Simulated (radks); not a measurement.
Results of a calculation; reference values are marked as such.
Problem. These are the eigenvalues of the occupied orbitals of an atom or ion with whole-number occupations (eV). Code: a radial shooting solver on a logarithmic mesh with Libxc functionals. Model: scalar-relativistic Kohn-Sham, LB94 model potential, spin-polarised, spherical densities, finite nucleus; Fermi nuclear charge, rms radius of each element as measured or else 0.836 A^(1/3) + 0.57 fm.

1s up: -37429.86
1s down: -37429.84
2s up: -5940.332
2s down: -5940.319
2p up: -5333.627
2p down: -5333.615
3s up: -1270.756
3s down: -1270.746
3p up: -1075.567
3p down: -1075.559
3d up: -790.9994
3d down: -790.9913
4s up: -257.2758
4s down: -257.2575
4p up: -194.6591
4p down: -194.6491
4d up: -103.5935
4d down: -103.5927
5s down: -44.9199
5s up: -44.8965
5p down: -29.6179
5p up: -29.4248
6s up: -11.1194

Which element is it, and in what charge state? The configuration may be excited. Open shells, if any, are filled with parallel spins first.

Solution. Z = 56, barium, charge +1: Ba+ in [Xe] 6s1. The list shows which subshells hold electrons but not how many an open one holds; the 1s level, -1375.5 hartree, gives Z - s = 52.5 by -(Z - s)^2/2, which with screening and relativity narrows Z to a few neighbours, and the depths of the outer levels then fix element, charge and occupations together.
